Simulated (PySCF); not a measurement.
Isomers of C3H13NSi2. The calculation used TDDFT PBE0/def2-SVPD, vertical, gas phase, core orbitals frozen in the response (PySCF). Geometries: GFN2-xTB; one conformer of each isolated species. Triplets are in the Tamm–Dancoff approximation.

A. `NC[SiH2]CC[SiH3]`
B. `CN[SiH2]CC[SiH3]`
C. `NCCC([SiH3])[SiH3]`
D. `CCCN[SiH2][SiH3]`

Lowest singlet levels (six at most, fewer where fewer were computed) with oscillator strengths:

1. 201 nm (f 0.021); 183 nm (f 0.003); 180 nm (f 0.002); 173 nm (f 0.004); 172 nm (f 0.009); 171 nm (f 0.010); T1 5.93 eV
2. 214 nm (f 0.004); 202 nm (f 0.002); 184 nm (f 0.015); 181 nm (f 0.015); 177 nm (f 0.001); 175 nm (f 0.006); T1 5.53 eV
3. 241 nm (f 0.002); 210 nm (f 0.010); 198 nm (f 0.012); 195 nm (f 0.011); 188 nm (f 0.009); 185 nm (f 0.019); T1 4.87 eV
4. 225 nm (f 0.007); 200 nm (f 0.015); 191 nm (f 0.021); 186 nm (f 0.004); 182 nm (f 0.041); 180 nm (f 0.005); T1 5.28 eV

Problem. Match each spectrum to its molecule.

Solution. 1 = C, 2 = B, 3 = D, 4 = A.
- A: S1 at 5.52 eV, HOMO→LUMO (86%); Löwdin shares by element: HOMO nitrogen 52%, carbon 18% or more, silicon 11% or more, hydrogen 5% or more; LUMO silicon 29%, carbon 16% or more (atoms not listed hold the other 55%); HOMO -6.53 and LUMO 0.12 eV.
- B: S1 at 5.78 eV, HOMO→LUMO+1 (63%), HOMO→LUMO (33%); Löwdin shares by element: HOMO nitrogen 57%, carbon 11% or more, silicon 10% or more, hydrogen 6% or more (atoms not listed hold the other 16%); LUMO silicon 31%, carbon 18% or more (atoms not listed hold the other 50%); HOMO -6.68 and LUMO 0.34 eV.
- C: S1 at 6.16 eV, HOMO→LUMO (94%); Löwdin shares by element: HOMO nitrogen 40%, silicon 15% or more, hydrogen 12% or more, carbon 7% or more (atoms not listed hold the other 26%); LUMO silicon 21%, carbon 12% or more, hydrogen 8% or more (atoms not listed hold the other 60%); HOMO -7.01 and LUMO 0.31 eV.
- D: S1 at 5.14 eV, HOMO→LUMO (99%); Löwdin shares by element: HOMO nitrogen 53%, silicon 11% or more, carbon 10% or more, hydrogen 7% or more (atoms not listed hold the other 20%); LUMO silicon 51%, hydrogen 15% or more (atoms not listed hold the other 35%); HOMO -6.64 and LUMO -0.17 eV.
